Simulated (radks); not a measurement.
The xenon ion Xe+, 53 electrons, occupied as [Kr] 4d10 5s2 5p5.

Calculated with a radial shooting solver on a logarithmic mesh with Libxc functionals: scalar-relativistic Kohn-Sham, BLYP, spin-polarised, spherical densities, finite nucleus; open shells are filled with parallel spins first (spin-orbit coupling, left out, can overturn this in heavy ions); Fermi nuclear charge, rms radius 4.7859 fm.

Energy parts (hartree):
part                        energy
total                  -7447.26872
kinetic                 7831.39462
electron-nucleus      -18004.91794
Hartree                 2913.19943
exchange-correlation    -186.94482

Orbitals (lengths in bohr, moments of r in powers of bohr; r(max) is where P^2 peaks):
| orbital | occ. | eigenvalue (hartree) | <r> | r(max) | <1/r> | <r^2> |
|---|---|---|---|---|---|---|
| 1s up | 1 | -1263.641 | 0.02666 | 0.01716 | 58.11 | 0.0009638 |
| 1s down | 1 | -1263.639 | 0.02666 | 0.01716 | 58.11 | 0.0009638 |
| 2s up | 1 | -196.9747 | 0.1146 | 0.09696 | 13.33 | 0.01549 |
| 2s down | 1 | -196.9739 | 0.1146 | 0.09696 | 13.33 | 0.01549 |
| 2p up | 3 | -176.8033 | 0.1003 | 0.07779 | 12.73 | 0.01228 |
| 2p down | 3 | -176.8020 | 0.1003 | 0.07779 | 12.73 | 0.01228 |
| 3s up | 1 | -40.57008 | 0.3065 | 0.2790 | 4.791 | 0.1073 |
| 3s down | 1 | -40.56880 | 0.3065 | 0.2790 | 4.791 | 0.1073 |
| 3p up | 3 | -34.05536 | 0.3044 | 0.2729 | 4.552 | 0.1075 |
| 3p down | 3 | -34.05390 | 0.3044 | 0.2729 | 4.552 | 0.1075 |
| 3d up | 5 | -24.38789 | 0.2809 | 0.2259 | 4.311 | 0.09330 |
| 3d down | 5 | -24.38648 | 0.2809 | 0.2259 | 4.311 | 0.09329 |
| 4s up | 1 | -7.61449 | 0.7166 | 0.6608 | 1.953 | 0.5800 |
| 4s down | 1 | -7.61149 | 0.7166 | 0.6609 | 1.952 | 0.5799 |
| 4p up | 3 | -5.55088 | 0.7649 | 0.6931 | 1.791 | 0.6663 |
| 4p down | 3 | -5.54784 | 0.7647 | 0.6931 | 1.792 | 0.6660 |
| 4d up | 5 | -2.54389 | 0.8770 | 0.7479 | 1.513 | 0.8982 |
| 4d down | 5 | -2.53956 | 0.8759 | 0.7479 | 1.514 | 0.8954 |
| 5s up | 1 | -1.07383 | 1.822 | 1.611 | 0.7180 | 3.745 |
| 5s down | 1 | -1.05051 | 1.822 | 1.606 | 0.7194 | 3.747 |
| 5p up | 3 | -0.62899 | 2.188 | 1.869 | 0.5911 | 5.458 |
| 5p down | 2 | -0.60572 | 2.202 | 1.868 | 0.5887 | 5.537 |

The highest occupied level is 5p down at -16.483 eV. Spin moment in Bohr magnetons: 1. Summed over all electrons, <r^2> = 50.96 bohr^2, which gives a Langevin (diamagnetic) susceptibility term of -40.4 x 10^-6 cm^3/mol. The density falls to 0.001 e/bohr^3 at r = 4.13 bohr. The electron density at the nucleus is 2.808e+05 e/bohr^3 (large components only).
